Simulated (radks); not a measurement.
Question: Species: Zr+. Configuration: [Ar] 3d10 4s2 4p4 4d2 5s1 4f2 (not the ground configuration). Calculated with a radial shooting solver on a logarithmic mesh with Libxc functionals: scalar-relativistic Kohn-Sham, PBE, spin-polarised, spherical densities, finite nucleus; open shells are filled with parallel spins first (spin-orbit coupling, left out, can overturn this in heavy ions); Fermi nuclear charge, rms radius 4.2694 fm. Some entries of the table are withheld. Estimate them.

| orbital | occ. | eigenvalue (eV) | <1/r> (bohr^-1) |
|---|---|---|---|
| 1s up | 1 | -17853.21 | 41.25 |
| 1s down | 1 | -17852.88 | 41.25 |
| 2s up | 1 | -2497.228 | 9.250 |
| 2s down | 1 | -2496.785 | 9.251 |
| 2p up | 3 | -2230.052 | 9.014 |
| 2p down | 3 | -2229.559 | 9.014 |
| 3s up | 1 | -431.5779 | 3.142 |
| 3s down | 1 | -431.0443 | 3.142 |
| 3p up | 3 | -344.4951 | 2.983 |
| 3p down | 3 | -343.8967 | 2.984 |
| 3d up | 5 | -201.5585 | 2.743 |
| 3d down | 5 | -200.8345 | 2.745 |
| 4s up | 1 | -79.1084 | (1) |
| 4s down | 1 | -74.7685 | (2) |
| 4p up | 3 | (3) | 1.022 |
| 4p down | 1 | (4) | 1.027 |
| 4d up | 2 | -23.4373 | (5) |
| 4d down | 0 | -19.1483 | (6) |
| 5s up | 1 | -17.2349 | 0.4548 |
| 4f up | 2 | -3.2771 | 0.2363 |

Answer: 
(1) 4s up <1/r> (bohr^-1): 1.145
(2) 4s down <1/r> (bohr^-1): 1.154
(3) 4p up eigenvalue (eV): -56.1293
(4) 4p down eigenvalue (eV): -51.6443
(5) 4d up <1/r> (bohr^-1): 0.7650
(6) 4d down <1/r> (bohr^-1): 0.7538
